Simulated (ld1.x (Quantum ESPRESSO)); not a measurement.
**Plane-wave convergence, TM potential for sulfur (S)**

ld1.x (Quantum ESPRESSO) 7.5 input, shortened:

```
&input
   title='S', zed=16., rel=0, dft='PBE', iswitch=3,
   config='[Ne] 3s2 3p4 3d-2'
 /
 &inputp
   pseudotype=2, tm=.true., lloc=0,
   nlcc=.true.
 /
3
3P  2  1   4.00   0.00  1.78  1.78  0.0
3D  3  2  -2.00   0.50  1.20  1.20  0.0
3S  1  0   2.00   0.00  1.35  1.35  0.0
 &test
   configts(1)='3s2 3p4'
 /
```

The pseudo-atom Hamiltonian at the reference potential is diagonalised in spherical Bessel functions j_l(qr) that vanish at 20 bohr, with q² up to the cutoff. All-electron valence levels (Ry): 3p -0.5161, 3s -1.2600.

How do the lowest levels (Ry) of each channel move with the cutoff, and are there ghosts?

| cutoff (Ry) | p #1 | p #2 | d #1 | s #1 | s #2 | f #1 | f #2 | Σ f·Δε (mRy) |
| --- | --- | --- | --- | --- | --- | --- | --- | --- |
| 8 | -0.4976 | 0.0314 | 0.0707 | -1.1127 | -0.0186 | 0.1174 | 0.2498 | 368.3 |
| 10 | -0.5101 | 0.0310 | 0.0706 | -1.1573 | -0.0208 | 0.1174 | 0.2498 | 229.2 |
| 15 | -0.5147 | 0.0308 | 0.0705 | -1.2239 | -0.0244 | 0.1174 | 0.2498 | 77.9 |
| 21 | -0.5150 | 0.0308 | 0.0704 | -1.2523 | -0.0261 | 0.1174 | 0.2498 | 19.7 |
| 25 | -0.5156 | 0.0308 | 0.0704 | -1.2540 | -0.0262 | 0.1174 | 0.2498 | 14.0 |
| 30 | -0.5159 | 0.0308 | 0.0704 | -1.2542 | -0.0263 | 0.1174 | 0.2498 | 12.2 |
| 40 | -0.5160 | 0.0308 | 0.0703 | -1.2564 | -0.0264 | 0.1174 | 0.2498 | 7.5 |
| 50 | -0.5160 | 0.0308 | 0.0703 | -1.2589 | -0.0265 | 0.1174 | 0.2498 | 2.4 |
| 55 | -0.5160 | 0.0308 | 0.0703 | -1.2594 | -0.0265 | 0.1174 | 0.2498 | 1.3 |
| 60 | -0.5161 | 0.0308 | 0.0703 | -1.2597 | -0.0265 | 0.1174 | 0.2498 | 0.7 |
| 80 | -0.5161 | 0.0308 | 0.0703 | -1.2598 | -0.0265 | 0.1174 | 0.2498 | 0.3 |
| 400 | -0.5161 | 0.0308 | 0.0702 | -1.2600 | -0.0266 | 0.1174 | 0.2498 | 0.0 |

Result: no extra level below or beside the all-electron valence levels (p, d, s, f tested); 10 mRy is reached at 40 Ry and 1 mRy at 60 Ry.
